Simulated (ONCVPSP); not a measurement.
## Configuration tests for niobium (Nb) (ONCV)

niobium, optimised norm-conserving Vanderbilt (ONCV), made with ONCVPSP 4.0.1 (PBEsol, scalar-relativistic). Core [Ar] 3d10, reference 4s2 4p6 4d4.5 5s0.5. Waves: 4s+5s: rc 1.90 bohr, ncon 4, nbas 8, qcut 8.4 1/bohr, 2 projectors; 4p: rc 1.75 bohr, ncon 5, nbas 8, qcut 6.4 1/bohr, 3 projectors, debl 3.3 Ha; 4d: rc 2.85 bohr, ncon 3, nbas 7, qcut 5 1/bohr, 2 projectors, debl 1.5 Ha. Local part: polynomial inside 1.45 bohr (lpopt 1, dvloc0 2 Ha). Core correction: Teter function, fcfact 2.5, rcfact 1.82.

Energies are relative to the spin-unpolarised reference configuration 4s2 4p6 4d4.5 5s0.5; without spin polarisation the order of configurations can differ from experiment.

| valence configuration | charge | ΔE all-electron (eV) | error AE − PS (meV) |
| --- | --- | --- | --- |
| 4s2 4p6 4d4 5s1 | 0 | -0.566 | +5.0 |
| 4s2 4p6 4d4 5s0 | +1 | 6.087 | -0.2 |
| 4s2 4p6 4d3 5s0 | +2 | 20.116 | +33 |

Q: What are ΔE and the potential's error for 4s1 4p6 4d4 5s1?

A: ΔE = 63.415 eV all-electron; the error (AE − PS) is -271 meV.

Levels in the configuration 4s1 4p6 4d4 5s1:

| level | all-electron (eV) | pseudo (eV) |
| --- | --- | --- |
| 4s | -70.178 | -70.733 |
| 4p | -45.884 | -46.278 |
| 4d | -12.631 | -12.510 |
| 5s | -10.807 | -10.863 |
